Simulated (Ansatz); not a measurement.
Stepwise reaction of `F[Si](F)(Cl)O[SiH2]Cl` with hydrogen, as a gas-phase model of exchange steps in deposition or etching. ΔE in kJ/mol.

Calculated with Ansatz (gas phase, PBE0-D4/def2-TZVP geometries, no zero-point term in ΔE). CCSD(T)/CBS is the MP2 limit (def2-TZVPP, def2-QZVPP) plus CCSD(T) − MP2 in def2-TZVPP, frozen cores. This one scheme is used for every species. DFT in def2-TZVPP. B3LYP here is the variant with VWN-RPA as its local correlation; programs differ in this. Each species was taken in one conformer, which may not be the lowest.

```
step                                                    reaction  PBE-D4  B3LYP-D4  ωB97M-V  CCSD(T)/CBS
   1  `F[Si](F)(Cl)O[SiH2]Cl` + H₂ → `F[Si](F)(Cl)O[SiH3]` + HCl    89.9      88.0     89.5         88.5
   2       `F[Si](F)(Cl)O[SiH3]` + H₂ → `F[SiH](F)O[SiH3]` + HCl    75.0      74.2     76.6         74.3
```

By hand: ΔE of the 2 steps together at CCSD(T)/CBS.

(88.5) + (74.3) = 162.8 kJ/mol, or 81.4 kJ/mol a step.

In ΔE each step is lower than the one before. All are uphill at CCSD(T)/CBS. PBE-D4 differs from CCSD(T)/CBS by 0.7 to 1.4 kJ/mol a step. Isolated molecules leave out the surface, adducts and barriers. Largest T1 diagnostic: 0.012.
